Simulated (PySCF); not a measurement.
Compound: C3H11PSi.
Bonds: C1–Si2, Si2–C3, Si2–C4, Si2–P5. Hydrogens: H6, H7, H8 on C1; H9, H10, H11 on C3; H12, H13, H14 on C4; H15, H16 on P5.

Level: PBE0/def2-SVPD in PySCF, non-relativistic, on one gas-phase PBE0-D3(BJ)/def2-SVP geometry that isn't relaxed in the solvent. The solvent is an IEF-PCM continuum (van der Waals radii × 1.2). Only the electrostatic response of the medium enters.

Gas phase at PBE0/def2-SVPD: HOMO -7.04 eV, LUMO 0.27 eV, dipole 1.52 D.

**Question.** What does the continuum do to the energy, the frontier levels and the dipole at PBE0/def2-SVPD in chloroform and tetrahydrofuran?

**Answer.** 
| solvent | ε | E(solvent) − E(gas) (kJ/mol) | polarisation term (kJ/mol) | distortion of the solute (kJ/mol) | HOMO (eV) | LUMO (eV) | dipole (D) |
| --- | --- | --- | --- | --- | --- | --- | --- |
| chloroform | 4.711 | -6.34 | -7.25 | 0.91 | -7.06 | 0.42 | 1.97 |
| tetrahydrofuran | 7.426 | -7.37 | -8.62 | 1.25 | -7.07 | 0.44 | 2.05 |

Polarisation term: ½ Σ q·V over the induced surface charges. Distortion: the rise of the solute's own energy as its density leaves the gas-phase optimum. The atom shares or the degeneracy of the LUMO differ from the gas phase in tetrahydrofuran, so that column needn't follow one orbital. From chloroform to tetrahydrofuran the lowering changes by a factor 1.16, Onsager's factor (ε − 1)/(2ε + 1) by 1.14 and ε itself by 1.6.

**Question.** Which radius a makes the point-dipole formula ΔE = −[(ε − 1)/(2ε + 1)]·μ²/a³ give the value in tetrahydrofuran, with the gas-phase dipole?

**Answer.** μ = 0.597 au and |ΔE| = 0.00281 Eh give a = 1.97 Å; the farthest nucleus lies 2.82 Å from the centroid of the nuclei, so such a sphere wouldn't even hold the nuclei. The formula assumes a rigid point dipole at the centre of a sphere.

**Question.** How does the static polarisability (PBE0/def2-SVPD, frozen core, with the continuum's full static response) change?

**Answer.** 
```tsv
medium	isotropic (au)	principal values (au)	⟨r²⟩ of the electrons (bohr²)
gas	93.2	88.5, 88.8, 102.3	844.1
chloroform	119.5	113.2, 113.9, 131.5	844.5
tetrahydrofuran	124.5	118.0, 118.9, 136.7	844.5
```

The isotropic value in tetrahydrofuran is 1.34 times the gas-phase one; no cavity-field correction is applied. ⟨r²⟩ is taken about the centre of nuclear charge.

The run took 18 s of wall time on one thread of an Arm Neoverse V2, on a shared host, and the process peaked at 0.97 GiB of memory. This is the whole response run at PBE0/def2-SVPD in tetrahydrofuran, SCF included.

The values belong to the conformer `[CH3:1][Si:2]([CH3:3])([CH3:4])[PH2:5]`: H–P5–Si2–C1 47°, H–P5–Si2–C1 -46°.
